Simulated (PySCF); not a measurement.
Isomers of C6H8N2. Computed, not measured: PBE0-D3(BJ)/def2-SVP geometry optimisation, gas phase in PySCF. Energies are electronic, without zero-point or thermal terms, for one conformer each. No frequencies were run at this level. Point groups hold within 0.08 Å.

Question: Rank from lowest to highest electronic energy at this level (kcal/mol).
A. `[CH3:1][NH:2][c:3]1[cH:4][cH:5][cH:6][n:7][cH:8]1` with C1–N2–C3–C4 9°
B. `[NH2:1][NH:2][c:3]1[cH:4][cH:5][cH:6][cH:7][cH:8]1` with H–N1–N2–C3 73° and -48°, N1–N2–C3–C4 -12°
C. `[N:1]#[C:2][CH2:3][C@H:4]1[CH:5]=[N:6][CH2:7][CH2:8]1` with C2–C3–C4–C5 180°
D. p-phenylenediamine (`Nc1ccc(N)cc1`)
E. `[NH2:1][CH2:2][c:3]1[cH:4][cH:5][cH:6][n:7][cH:8]1` with H–N1–C2–C3 58° and -58°, N1–C2–C3–C4 87° (3-(aminomethyl)pyridine)
F. `[CH3:1][NH:2][c:3]1[cH:4][cH:5][n:6][cH:7][cH:8]1` with C1–N2–C3–C4 -174°

Answer: D (0.0), F (6.9), A (10.0), E (12.9), B (23.6), C (31.5).

As drawn, the lowest has an aromatic ring and an N–H bond, which the highest lacks; the highest has a C≡N group and a C=N bond, which the lowest lacks.

```tsv
SMILES	E (Eh)	E rel (kcal/mol)	dipole (D)	point group	A, B, C (MHz)
Nc1ccc(N)cc1	-342.32956	0.0	2.07	C2v	5571, 1471, 1166
CNc1ccncc1	-342.31858	6.9	4.54	near Cs	5265, 1519, 1189
CNc1cccnc1	-342.31365	10.0	3.63	near Cs	5184, 1539, 1197
NCc1cccnc1	-342.30908	12.9	1.92	C1	4728, 1489, 1236
NNc1ccccc1	-342.29198	23.6	0.79	near Cs	5037, 1528, 1182
N#CC[C@H]1C=NCC1	-342.27939	31.5	1.93	C1	5529, 1230, 1075
```
